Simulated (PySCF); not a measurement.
Rubidium: a sound run and one with changed settings

Sound run: Rb [Kr] 5s1, Rb⁺ [Kr]. All numbers are calculated (PySCF 2.14, the spin-free X2C one-electron Hamiltonian (Gaussian nucleus), in cc-pVDZ-X2C). The sound run starts from symmetry-adapted Hartree-Fock orbitals and uses a fine grid where one is needed.

Changed run: initial guess minao, at most 50 SCF cycles, level shift 10.0 hartree.

```json
{"species": "Rb", "method": "UHF", "sound run (hartree)": "-2979.14283", "changed run (hartree)": "-2979.14283", "converged": "no"}
{"species": "Rb", "method": "B3LYP", "sound run (hartree)": "-2981.04846", "changed run (hartree)": "-2981.04826", "converged": "no"}
{"species": "Rb", "method": "M06-L", "sound run (hartree)": "-2980.88017", "changed run (hartree)": "-2980.87991", "converged": "no"}
{"species": "Rb⁺", "method": "UHF", "sound run (hartree)": "-2979.00309", "changed run (hartree)": "-2979.00309", "converged": "no"}
{"species": "Rb⁺", "method": "B3LYP", "sound run (hartree)": "-2980.89009", "changed run (hartree)": "-2980.89009", "converged": "no"}
{"species": "Rb⁺", "method": "M06-L", "sound run (hartree)": "-2980.75067", "changed run (hartree)": "-2980.75067", "converged": "no"}
```

A level shift slows the SCF but leaves a converged energy unchanged.
